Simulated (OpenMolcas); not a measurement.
# Co⁶⁺: CASPT2 settings compared

| Property | Result |
| --- | --- |
| Program | OpenMolcas 26.06 |
| Basis | ANO-L-VQZP [7s6p4d3f2g] |
| Scalar Hamiltonian | non-relativistic, point nucleus |
| Active space | 3 electrons in 10 orbitals (3d 4d) |
| State averaging | 2S+1 = 4 even, 10 roots; 2S+1 = 2 even, 28 roots kept (CI in the orbitals of an earlier block) |
| Spin-orbit coupling | state interaction with AMFI integrals over the reference wave functions, term energies averaged over their components |

Methods on the same reference wave functions:
A. CASSCF
B. SS-CASPT2, IPEA 0.3 Eh, imaginary shift 0.3 Eh (closed shells correlated: 3s 3p)
C. SS-CASPT2, IPEA 0.2 Eh, imaginary shift 0.2 Eh (closed shells correlated: 2s 2p 3s 3p)
D. SS-CASPT2, IPEA 0.2 Eh, sigma1 regulariser 0.2 Eh (closed shells correlated: none)

Energies in cm⁻¹ above 3d³ ⁴F_3/2, the measured ground level; measured values from Sugar and Corliss, J. Phys. Chem. Ref. Data 10, 1097 (1981).

```csv
Level,A,B,C,D,Measured
3d³ ⁴F_3/2,0.0,0.0,0.0,0.0,0.0
3d³ ⁴F_5/2,733,740,740,736,698
3d³ ⁴F_7/2,1715,1726,1726,1721,1610
3d³ ⁴F_9/2,2905,2910,2910,2910,2723
3d³ ⁴P_1/2,25371,21870,21700,23880,21096
3d³ ⁴P_3/2,25612,22100,21920,24090,21304
3d³ ²G_7/2,26119,23830,23710,25320,
3d³ ⁴P_5/2,26581,23080,22910,25100,22187
3d³ ²G_9/2,27048,24800,24680,26270,
3d³ ²P_3/2 [58 %],34453,30160,29970,31830,
3d³ ²P_1/2,34477,30460,30280,31760,
3d³ ²H_9/2,34565,33260,33220,34170,
3d³ ²H_11/2,35247,33980,33940,34860,
3d³ ²D_3/2 [60 %],38068,33460,33260,35520,
3d³ ²D_5/2,38292,33390,33180,35810,
```

Deviations, from unrounded energies. A percentage is the sum of absolute deviations over the sum of measured energies, with the sign that they share, or ± where signs differ.

```tsv
Against measurement	Levels	A	B	C	D
mean absolute deviation (cm-1)	6	2200	470	380	1500
fine structure of the ground term (%)	3	+6.4	+6.9	+6.9	+6.6
other terms of the ground configuration (%)	3	+20.1	+3.8	+3.0	+13.1
```

C lies closest to measurement on these levels and A furthest from it. The largest miss of C in the table is 3d³ ⁴P_5/2, by +720 cm-1. The ranking rests on the paired levels alone, and a cruder setting can come out closer through cancelling errors.

Among B to D the level of the table that moves most is 3d³ ²D_5/2, by 2600 cm-1 (lowest in C, highest in D). Moves below CASPT2's spread within the term are not significant.

The two smallest mean deviations differ by little beside CASPT2's spread within terms, so their order carries little weight.

From A to B the spin-free energies of the other terms of 3d³ shown, above ⁴F, scale by factors of 0.86 to 0.96, as is usual when dynamic correlation screens the repulsion within a d or f shell.

The lowest spin-free term lies below A's lowest term by 0.334 hartree in B, 0.396 hartree in C, 0.013 hartree in D.

CASPT2 does not keep the components of a term degenerate, so their means are used; among the terms shown or strongly mixed into the levels shown the widest spread is 400 cm-1 (3d³ ²H, C). Terms from blocks run as CI alone lack orbitals of their own. Active for correlation alone: 4d; no level in the range computed is led by a configuration that fills it, so any true level of that kind is missing. Without dynamic correlation excited terms often stand tens of per cent too high (terms of higher spin than the ground term too low), and those without a measured partner can miss by more than the paired ones (holds for A). Measured partners are found by configuration, term and J. A level has none where our copy of the source lacks it or the pairing is in doubt (some pairs that miss far off the trend of their configuration count as doubtful), and it then counts in no deviation. Levels of configurations outside the active space are missing.

A share in square brackets marks a mixed level and gives the weight of the term that names it, the lowest over the columns.
